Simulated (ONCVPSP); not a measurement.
# Transferability test, ONCV potential for tungsten (W)

W (Z = 74), optimised norm-conserving Vanderbilt (ONCV), made with ONCVPSP 4.0.1 (PBE, scalar-relativistic). Core [Xe] 4f14, reference 5d4 6s1 (charge +1). Waves: 6s: rc 2.80 bohr, ncon 3, nbas 5, qcut 2.2 1/bohr, 3 projectors, debl 1.9 Ha; p scattering state at 0.06 Ha: rc 2.80 bohr, ncon 4, nbas 7, qcut 3.5 1/bohr, 1 projector; 5d: rc 2.55 bohr, ncon 4, nbas 8, qcut 7.4 1/bohr, 2 projectors, debl 0.7 Ha. Local part: polynomial inside 2.05 bohr (lpopt 1, dvloc0 3 Ha). Core correction: Teter function, fcfact 5.75, rcfact 1.4.

In the p channel the program set the typed energies aside and used 0.050 Ha.

Energies are relative to the spin-unpolarised reference configuration 5d4 6s1; without spin polarisation the order of configurations can differ from experiment.

```tsv
valence configuration	charge	ΔE all-electron (eV)	error AE − PS (meV)
5d4 6s2	0	-8.884	-29
5d3 6s0	+3	41.062	-305
5d4 6s0 6p2	0	0.377	+60
```

Q: What are ΔE and the potential's error for 5d4 6s0?

A: ΔE = 15.680 eV all-electron; the error (AE − PS) is -72 meV.
